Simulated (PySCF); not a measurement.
A structure optimised at PBE0-D3(BJ)/def2-SVP, used in a PySCF frequency run:

```
C
H 1 1.1055
C 1 1.4538 2 107.21
N 3 1.1590 2 150.97 1 178.12
C 1 1.5424 2 109.92 3 123.13
H 5 1.1032 1 110.05 2 179.26
H 5 1.1032 6 106.16 1 117.73
Si 5 1.8975 6 108.62 7 115.43
H 8 1.4913 5 110.93 6 59.44
H 8 1.4940 9 109.60 5 120.42
H 8 1.4958 9 109.16 10 119.52
Si 1 1.9164 2 106.06 3 -116.48
H 12 1.4906 1 110.29 2 59.03
H 12 1.4911 13 110.56 1 -120.26
H 12 1.4935 13 110.13 14 -121.57
```

Question: Write its SMILES and formula.

Answer: N#C[C@@H]([SiH3])C[SiH3], C₃H₉NSi₂

Question: What are its rotational constants (standard atomic weights)?

Answer: 3.0823, 1.3486, 0.99031 GHz
